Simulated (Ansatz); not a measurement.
Geometry optimisation, RKS PBE/def2-SVP in Ansatz.

The input (input.yaml):

```yaml
crystal:
  periodic: [false, false, false]
  atoms:
    - { symbol: Ta, position_ang: [-0.136842, 0.020895, -0.031145] }
    - { symbol: O, position_ang: [1.849197, 0.038589, -0.05018] }
    - { symbol: H, position_ang: [2.294382, 0.08127, 0.818499] }
    - { symbol: Cl, position_ang: [0.180371, -0.20053, 2.329429] }
    - { symbol: Cl, position_ang: [-0.088245, 0.313007, -2.342166] }
    - { symbol: O, position_ang: [-1.048851, 1.642642, 0.267716] }
    - { symbol: H, position_ang: [-1.146335, 2.160407, 1.087396] }
    - { symbol: Cl, position_ang: [-1.590896, -1.775958, -0.0722] }
    - { symbol: Br, position_ang: [1.707694, -3.118062, -1.296484] }
    - { symbol: H, position_ang: [2.441524, -1.821361, -1.075666] }
basis:
  gaussian: { orbitals: def2-SVP }
hamiltonian:
  xc: pbe
relax:
  f_tol: 0.03
  max_steps: 50
```

Launched with:

```bash
$ ansatz run input.yaml --threads 4 --pin off --max-ram 5120MiB --backend cpu --events-out ev --progress --plain --runs-dir out
```

**Question.** Where does it end, and by what steps?

**Answer.** The forces met the threshold. The force dipped under the threshold on the way, but the program's further checks kept it going. After 25 steps the energy has fallen by 0.180 eV; Br9 moved furthest, 1.76 Å.

```json
{"step": "0", "energy less start (eV)": "0.0000", "largest force component (eV/Å)": "1.009", "accepted": "yes"}
{"step": "1", "energy less start (eV)": "-0.0736", "largest force component (eV/Å)": "0.327", "accepted": "yes"}
{"step": "2", "energy less start (eV)": "-0.0985", "largest force component (eV/Å)": "0.158", "accepted": "yes"}
{"step": "3", "energy less start (eV)": "-0.1109", "largest force component (eV/Å)": "0.162", "accepted": "yes"}
{"step": "4", "energy less start (eV)": "-0.1190", "largest force component (eV/Å)": "0.907", "accepted": "yes"}
{"step": "5", "energy less start (eV)": "-0.1429", "largest force component (eV/Å)": "0.287", "accepted": "yes"}
{"step": "6", "energy less start (eV)": "-0.1587", "largest force component (eV/Å)": "0.132", "accepted": "yes"}
{"step": "7", "energy less start (eV)": "-0.1647", "largest force component (eV/Å)": "0.106", "accepted": "yes"}
{"step": "8", "energy less start (eV)": "-0.1651", "largest force component (eV/Å)": "0.175", "accepted": "yes"}
{"step": "9", "energy less start (eV)": "-0.1686", "largest force component (eV/Å)": "0.122", "accepted": "yes"}
{"step": "10", "energy less start (eV)": "-0.1723", "largest force component (eV/Å)": "0.099", "accepted": "yes"}
{"step": "11", "energy less start (eV)": "-0.1745", "largest force component (eV/Å)": "0.031", "accepted": "yes"}
{"step": "12", "energy less start (eV)": "-0.1752", "largest force component (eV/Å)": "0.121", "accepted": "yes"}
{"step": "13", "energy less start (eV)": "-0.1759", "largest force component (eV/Å)": "0.050", "accepted": "yes"}
{"step": "14", "energy less start (eV)": "-0.1765", "largest force component (eV/Å)": "0.014", "accepted": "yes"}
{"step": "15", "energy less start (eV)": "-0.1773", "largest force component (eV/Å)": "0.097", "accepted": "yes"}
{"step": "16", "energy less start (eV)": "-0.1765", "largest force component (eV/Å)": "0.097", "accepted": "no"}
{"step": "17", "energy less start (eV)": "-0.1781", "largest force component (eV/Å)": "0.037", "accepted": "yes"}
{"step": "18", "energy less start (eV)": "-0.1785", "largest force component (eV/Å)": "0.025", "accepted": "yes"}
{"step": "19", "energy less start (eV)": "-0.1790", "largest force component (eV/Å)": "0.053", "accepted": "yes"}
{"step": "20", "energy less start (eV)": "-0.1793", "largest force component (eV/Å)": "0.043", "accepted": "yes"}
{"step": "21", "energy less start (eV)": "-0.1797", "largest force component (eV/Å)": "0.029", "accepted": "yes"}
{"step": "22", "energy less start (eV)": "-0.1799", "largest force component (eV/Å)": "0.040", "accepted": "yes"}
{"step": "23", "energy less start (eV)": "-0.1800", "largest force component (eV/Å)": "0.043", "accepted": "yes"}
{"step": "24", "energy less start (eV)": "-0.1799", "largest force component (eV/Å)": "0.080", "accepted": "no"}
{"step": "25", "energy less start (eV)": "-0.1803", "largest force component (eV/Å)": "0.027", "accepted": "yes"}
```

```xyz
10
Properties=species:S:1:pos:R:3
Ta -0.362 0.013 0.143
O 1.398 -0.798 0.165
H 1.937 -0.820 0.981
Cl 0.090 0.325 2.479
Cl -0.234 -0.025 -2.183
O -0.964 1.805 0.154
H -0.823 2.576 0.734
Cl -2.087 -1.478 0.406
Br 3.154 -2.515 -2.094
H 2.355 -1.743 -1.151
```

Whether the end is a true minimum wasn't checked by a vibrational analysis.

The run took 91 s on 4 threads of Intel(R) Xeon(R) Platinum 8259CL CPU @ 2.50GHz (Skylake/Cascade Lake) (shared host), peak memory 0.3 GiB.
